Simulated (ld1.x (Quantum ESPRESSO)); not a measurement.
## scandium: one change to an ultrasoft potential, before and after

```
Element                 : scandium (Sc)
Generator               : ld1.x (Quantum ESPRESSO) 7.5
Type                    : ultrasoft
Functional              : PBE
Relativity              : scalar-relativistic
Frozen core             : [Ne]
Valence charge          : 11
Reference configuration : 3s2 3p6 3d1 4s1 4p1
Partial waves           : 3s (bound): rcut 1.40, rcutus 1.80 bohr; 4s (bound): rcut 1.40, rcutus 1.80 bohr; 3p (bound): rcut 2.40, rcutus 2.60 bohr; 4p (bound): rcut 2.40, rcutus 2.60 bohr; 3d (bound): rcut 1.20, rcutus 1.40 bohr; 3d channel at 0.35 Ry: rcut 1.20, rcutus 1.40 bohr
Local potential         : all-electron potential smoothed inside 1.30 bohr (lloc = -1)
Core correction         : Bessel-smoothed model core inside 1.45 bohr
Augmentation charge     : PSQ, inside the norm-conserving radii
```

Change: local potential all-electron potential smoothed inside 2.72 bohr (lloc = -1).

Cutoffs: the cutoffs (Ry, on a coarse ladder) from which the occupation-weighted sum of valence levels, in a spherical-Bessel basis at the reference potential, stays within 10 and 1 mRy of its value at 400 Ry; they do not see the model core or the augmentation charge, which bear on the density cutoff. Errors are all-electron minus pseudo energies relative to the spin-unpolarised reference configuration.

Task: How do hardness, ghosts and transferability respond?

Result: The potential gets neither clearly harder nor softer (45 Ry and 55 Ry → 45 Ry and 55 Ry); the d channel sets the loose cutoff, while the largest relative change is in s, which becomes harder; of the 7 tests that both files solve, the error grows in 3 and shrinks in 0 by more than 15 % and 0.3 meV (median size 4.4 → 4.8 meV); neither file shows a bound ghost. The local part now departs from the all-electron potential out to 2.72 bohr, far beyond the d radius of 1.40 bohr, and whatever the projectors do not describe feels it: the likely cause.

```csv
quantity,base,changed
"cutoff, loose",45 Ry,45 Ry
"cutoff, tight",55 Ry,55 Ry
loose cutoff by channel (10 mRy a level),"s 18 Ry, p 10 Ry, d 45 Ry","s 21 Ry, p 10 Ry, d 45 Ry"
bound ghosts,none,none
"error for 3s2 3p6 3d1 4s2 4p0, meV [ΔE -2.78 eV]",-0.5,-0.5
"error for 3s2 3p6 3d1 4s1 4p0, meV [ΔE 4.12 eV]",-0.2,-0.2
"error for 3s2 3p6 3d1 4s0 4p0, meV [ΔE 16.89 eV]",-4.7,-4.8
"error for 3s2 3p6 3d0 4s2 4p0, meV [ΔE 5.60 eV]",-43,-51
"error for 3s2 3p6 3d2 4s1 4p0, meV [ΔE -1.11 eV]",-4.4,-4.8
"error for 3s2 3p6 3d2 4s0 4p0, meV [ΔE 4.80 eV]",-9.3,-11
"error for 3s2 3p6 3d1 4s0 4p1, meV [ΔE 7.55 eV]",-0.8,-2.5
lowest overlap eigenvalue by channel,"s 0.06, p 0.73, d 0.95","s 0.15, p 0.82, d 1.00"
```
